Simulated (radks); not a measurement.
Coherent X-ray form factor from a spherical all-electron density. Calculated with a radial shooting solver on a logarithmic mesh with Libxc functionals: scalar-relativistic Kohn-Sham, LDA (Slater exchange, VWN5 correlation), spin-polarised, spherical densities, finite nucleus; Fermi nuclear charge, rms radius of each element as measured or else 0.836 A^(1/3) + 0.57 fm.

sin(theta)/lambda (1/angstrom)  f0 (electrons)
0.05                                    18.928
0.1                                     18.715
0.15                                    18.369
0.2                                     17.901
0.25                                    17.330
0.3                                     16.673
0.4                                     15.185
0.5                                     13.605
0.6                                     12.074
0.8                                      9.516
1                                        7.792
1.25                                     6.521
1.5                                      5.716
2                                        4.384

The species is in the configuration that NIST lists as its ground one. Which atom or ion scatters so?

Answer. The gallium ion Ga12+, [Ar] 3d1. Extrapolating in s^2 from the first two rows gives f0(0) = 19.0, near the electron count 19; among species with that count, the fall with angle is slower the higher Z, and the table is that of Z = 31; from so few rows the species is fixed only to a neighbour or two.
